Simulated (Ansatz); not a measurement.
Species: C$_{2}$HF$_{2}$, charge 0, multiplicity 2. It need not be the lowest isomer of its formula. 
Geometry from a B3LYP-D3(BJ)/def2-TZVP (Ansatz, a quantum-chemistry and plane-wave program) optimisation:
```xyz
5

F      1.3885     1.0782     0.1606
C      0.6465    -0.0359     0.0569
C     -0.6604     0.0216    -0.0586
F     -1.5142    -0.9621    -0.1681
H      1.2142    -0.9599     0.0772
```
Charge 0, spin multiplicity 2.

Basis-set convergence of Hartree-Fock and CCSD(T) correlation energies (hartree) with Ansatz. Cores are frozen in the correlated levels unless marked. Open shells are spin-unrestricted. No spin-orbit coupling. Non-relativistic.

The UHF reference is spin-contaminated (<S^2> 0.21 over the pure value in the largest basis). 

| basis | functions | E(HF) | E(corr, CCSD(T)) |
|---|---|---|---|
| cc-pVDZ | - | -275.09056 | -0.63425 |
| cc-pVTZ | 134 | [?] | [?] |

Q: Some entries are withheld; supply them.

A: 
- cc-pVTZ, E(HF): -275.18171
- cc-pVTZ, E(corr, CCSD(T)): -0.81725
